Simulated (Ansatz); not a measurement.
# Nudged elastic band run: F₂H₆OW

The input (input.yaml):

```yaml
crystal:
  periodic: [false, false, false]
  atoms:
    - { symbol: W, position_ang: [0.093603, 0.037157, 0.034437] }
    - { symbol: F, position_ang: [-0.096943, -0.312788, 1.880519] }
    - { symbol: H, position_ang: [1.401351, -1.102087, 0.366369] }
    - { symbol: H, position_ang: [-0.958969, 1.343866, 0.583953] }
    - { symbol: H, position_ang: [-1.55093, -0.330416, -0.193821] }
    - { symbol: H, position_ang: [-0.360259, -1.566268, -0.304188] }
    - { symbol: F, position_ang: [0.54261, 0.621223, -1.65743] }
    - { symbol: O, position_ang: [1.710493, 1.530644, 0.784832] }
    - { symbol: H, position_ang: [2.427505, 1.0908, 1.281466] }
    - { symbol: H, position_ang: [1.343438, 2.215569, 1.376563] }
basis:
  gaussian: { orbitals: def2-SVP }
hamiltonian:
  xc: pbe
neb:
  order_check: false
  images: 1
  f_tol: 0.03
  max_iterations: 60
  climbing: true
  final_atoms:
    - { symbol: W, position_ang: [0.26989988, 0.23718687, -0.28310309] }
    - { symbol: F, position_ang: [0.04255588, 0.17988496, 2.14738532] }
    - { symbol: H, position_ang: [1.40395731, -0.77518017, 0.45872581] }
    - { symbol: H, position_ang: [-0.69889254, 1.43750741, 0.39450713] }
    - { symbol: H, position_ang: [-1.3513922, -0.14718718, 0.00706116] }
    - { symbol: H, position_ang: [-0.19837555, -1.37423677, -0.03141818] }
    - { symbol: F, position_ang: [0.50562716, 0.43432857, -2.10112008] }
    - { symbol: O, position_ang: [1.49207601, 1.50354673, 0.75752037] }
    - { symbol: H, position_ang: [2.38833482, 1.12249242, 0.84928825] }
    - { symbol: H, position_ang: [0.69810823, 0.90935715, 1.9538533] }
  initial_path:
    images:
      - { positions_ang: [[0.093603, 0.037157, 0.034437], [-0.096943, -0.312788, 1.880519], [1.401351, -1.102087, 0.366369], [-0.958969, 1.343866, 0.583953], [-1.55093, -0.330416, -0.193821], [-0.360259, -1.566268, -0.304188], [0.54261, 0.621223, -1.65743], [1.710493, 1.530644, 0.784832], [2.427505, 1.0908, 1.281466], [1.343438, 2.215569, 1.376563]] }
      - { positions_ang: [[0.00858678, 0.01497597, -0.02123273], [-0.04914404, -0.04494846, 2.17719312], [1.72795202, 0.00166295, 0.02355505], [0.02067033, 1.73428625, 0.02594934], [-1.71077845, 0.02828899, -0.06602051], [-0.00349676, -1.70433431, -0.0684148], [0.05713316, 0.06536697, -1.86990901], [1.47238261, 1.51722833, 0.76496061], [2.18561739, 1.04431326, 1.30137919], [0.84297596, 0.87086005, 1.88523974]] }
      - { positions_ang: [[0.26989988, 0.23718687, -0.28310309], [0.04255588, 0.17988496, 2.14738532], [1.40395731, -0.77518017, 0.45872581], [-0.69889254, 1.43750741, 0.39450713], [-1.3513922, -0.14718718, 0.00706116], [-0.19837555, -1.37423677, -0.03141818], [0.50562716, 0.43432857, -2.10112008], [1.49207601, 1.50354673, 0.75752037], [2.38833482, 1.12249242, 0.84928825], [0.69810823, 0.90935715, 1.9538533]] }
```

Command:

```bash
$ ansatz run input.yaml --threads 2 --pin off --max-ram 3072MiB --backend cpu --events-out ev --progress --plain --runs-dir out
```

Output, in part (warnings, iteration lines, the closing report on the highest movable image, with atoms numbered from 0):

```
NEB end point (image 0): max|allowed force component| = 1.948e-2 eV/Å (the criterion of neb.relax_end_points is 1.000e-2)
NEB end point (image 2): max|allowed force component| = 1.049e-2 eV/Å (the criterion of neb.relax_end_points is 1.000e-2)
NEB iter   1: max|band force component| = 4.225e0 eV/Å  barrier→ = 6.6212 eV  barrier← = 6.3214 eV  Δτ_max = 0.1739 Å  (227 SCF iters)
NEB iter   2: max|band force component| = 4.197e0 eV/Å  barrier→ = 4.5664 eV  barrier← = 4.2666 eV  Δτ_max = 0.2000 Å  (45 SCF iters)
NEB iter   3: max|band force component| = 2.908e0 eV/Å  barrier→ = 3.0224 eV  barrier← = 2.7226 eV  Δτ_max = 0.2000 Å  (38 SCF iters)
NEB iter   4: max|band force component| = 5.020e0 eV/Å  barrier→ = 2.3310 eV  barrier← = 2.0312 eV  Δτ_max = 0.0984 Å  (44 SCF iters)
NEB iter   5: max|band force component| = 1.725e0 eV/Å  barrier→ = 1.6883 eV  barrier← = 1.3885 eV  Δτ_max = 0.1918 Å  (38 SCF iters)
NEB iter   6: max|band force component| = 1.672e0 eV/Å  barrier→ = 0.9150 eV  barrier← = 0.6152 eV  Δτ_max = 0.2000 Å  (37 SCF iters)
NEB iter   7: max|band force component| = 1.526e0 eV/Å  barrier→ = 0.5297 eV  barrier← = 0.2299 eV  Δτ_max = 0.1968 Å  (37 SCF iters)
NEB iter   8: max|band force component| = 6.498e-1 eV/Å  barrier→ = 0.2998 eV  barrier← = 0.0000 eV  Δτ_max = 0.1991 Å  (37 SCF iters)
NEB iter   9: max|band force component| = 5.032e-1 eV/Å  barrier→ = 0.2998 eV  barrier← = 0.0000 eV  Δτ_max = 0.0791 Å  (37 SCF iters)
NEB iter  10: max|band force component| = 3.186e-1 eV/Å  barrier→ = 0.1358 eV  barrier← = -0.1640 eV  CI = image 1  Δτ_max = 0.2000 Å  (33 SCF iters)
NEB iter  11: max|band force component| = 7.596e-1 eV/Å  barrier→ = 0.2302 eV  barrier← = -0.0696 eV  CI = image 1  Δτ_max = 0.1008 Å  (39 SCF iters)
NEB iter  12: max|band force component| = 8.556e-1 eV/Å  barrier→ = 0.2759 eV  barrier← = -0.0239 eV  CI = image 1  Δτ_max = 0.2000 Å  (34 SCF iters)
NEB iter  13: max|band force component| = 6.668e-1 eV/Å  barrier→ = 0.4059 eV  barrier← = 0.1060 eV  CI = image 1  Δτ_max = 0.2000 Å  (39 SCF iters)
NEB iter  14: max|band force component| = 9.090e-1 eV/Å  barrier→ = 0.5275 eV  barrier← = 0.2277 eV  CI = image 1  Δτ_max = 0.1000 Å  (38 SCF iters)
NEB iter  15: max|band force component| = 6.599e-1 eV/Å  barrier→ = 0.4508 eV  barrier← = 0.1510 eV  CI = image 1  Δτ_max = 0.0557 Å  (32 SCF iters)
NEB iter  16: max|band force component| = 4.257e-1 eV/Å  barrier→ = 0.4160 eV  barrier← = 0.1162 eV  CI = image 1  Δτ_max = 0.0537 Å  (31 SCF iters)
NEB iter  17: max|band force component| = 2.322e-1 eV/Å  barrier→ = 0.3966 eV  barrier← = 0.0968 eV  CI = image 1  Δτ_max = 0.0352 Å  (32 SCF iters)
NEB iter  18: max|band force component| = 6.938e-2 eV/Å  barrier→ = 0.3930 eV  barrier← = 0.0932 eV  CI = image 1  Δτ_max = 0.0209 Å  (32 SCF iters)
NEB iter  19: max|band force component| = 8.395e-2 eV/Å  barrier→ = 0.3896 eV  barrier← = 0.0898 eV  CI = image 1  Δτ_max = 0.0105 Å  (32 SCF iters)
NEB iter  20: max|band force component| = 6.725e-2 eV/Å  barrier→ = 0.3885 eV  barrier← = 0.0887 eV  CI = image 1  Δτ_max = 0.0209 Å  (33 SCF iters)
NEB iter  21: max|band force component| = 4.314e-2 eV/Å  barrier→ = 0.3868 eV  barrier← = 0.0870 eV  CI = image 1  Δτ_max = 0.0213 Å  (32 SCF iters)
NEB iter  22: max|band force component| = 3.311e-2 eV/Å  barrier→ = 0.3862 eV  barrier← = 0.0864 eV  CI = image 1  Δτ_max = 0.0020 Å  (32 SCF iters)
NEB iter  23: max|band force component| = 8.248e-2 eV/Å  barrier→ = 0.3863 eV  barrier← = 0.0864 eV  CI = image 1  Δτ_max = 0.0010 Å  (35 SCF iters)
NEB iter  24: max|band force component| = 4.854e-2 eV/Å  barrier→ = 0.3862 eV  barrier← = 0.0864 eV  CI = image 1  Δτ_max = 0.0020 Å  (24 SCF iters)
NEB iter  25: max|band force component| = 6.209e-3 eV/Å  barrier→ = 0.3862 eV  barrier← = 0.0864 eV  CI = image 1  Δτ_max = 0.0000 Å  (67 SCF iters)
Total energy: -9392.64590279 eV, -345.1733703634 hartree
Atom 0 at     0.234831     0.215785    -0.236873 Å, force    -0.006046     0.005773     0.001096 eV/Å
Atom 1 at     0.041086     0.079761     1.949831 Å, force     0.005595    -0.000504    -0.000007 eV/Å
Atom 2 at     1.449040    -0.781214     0.414850 Å, force     0.000885     0.000762     0.002834 eV/Å
Atom 3 at    -0.782413     1.409783     0.401149 Å, force    -0.000863    -0.001743    -0.004359 eV/Å
Atom 4 at    -1.380155    -0.199369    -0.000894 Å, force     0.000104     0.000037    -0.000688 eV/Å
Atom 5 at    -0.170825    -1.409392    -0.031284 Å, force    -0.000463    -0.000620     0.001018 eV/Å
Atom 6 at     0.456130     0.447911    -2.057895 Å, force     0.000273     0.000188    -0.000993 eV/Å
Atom 7 at     1.464785     1.551347     0.936007 Å, force    -0.005555    -0.000549     0.001146 eV/Å
Atom 8 at     2.374008     1.201856     1.022288 Å, force     0.006222    -0.002354     0.001971 eV/Å
Atom 9 at     0.865411     1.011233     1.755519 Å, force    -0.000152    -0.000991    -0.002018 eV/Å
Dipole moment:     0.491047     0.149455    -0.212241 e Å
```

The forces met the threshold. Another band between the same ends (5 images) ends at a top of the same energy, where a vibrational analysis finds 1 clearly imaginary mode. So few images can step over the top or miss a turn of the path. The orbitals stay closed-shell, which can raise the energy where a bond breaks towards radicals; this wasn't checked here.

Final band (atoms are numbered from 1 in the order of the input):

| image | path coordinate (Å) | energy (kJ/mol) | O8–H10 (Å) | F2–H10 (Å) |
| --- | --- | --- | --- | --- |
| 0 | 0.00 | 0.0 | 0.98 | 2.95 |
| 1 | 1.70 | 37.3 | 1.15 | 1.26 |
| 2 | 2.15 | 28.9 | 1.55 | 1.00 |

Run time: 63 s on 2 threads of Arm Neoverse V1 (shared host), peak memory 0.14 GiB.
